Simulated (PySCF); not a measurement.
Input for PySCF: R-B3LYP/6-31G* on H4 chain, a point of a bond scan (R = 1.500 Å).

```python
from pyscf import gto, scf, dft, mp
from pyscf.data.elements import chemcore

mol = gto.M(
    atom='''
    H     0.00000000    0.00000000    0.00000000
    H     0.00000000    0.00000000    1.50000000
    H     0.00000000    0.00000000    3.00000000
    H     0.00000000    0.00000000    4.50000000
    ''',
    basis='6-31g*',
    cart=True,
    charge=0, spin=0, verbose=3, max_memory=1800)
mf = dft.RKS(mol, xc='b3lyp')
mf.conv_tol = 1e-8
mf.max_cycle = 100
mf.kernel()
if not mf.converged:
    mf = mf.newton().run(mf.mo_coeff, mf.mo_occ)
```

It printed:

```
converged SCF energy = -2.13554008814035
```

Self-consistency was reached.

Cost: very roughly 0.8 core-seconds.
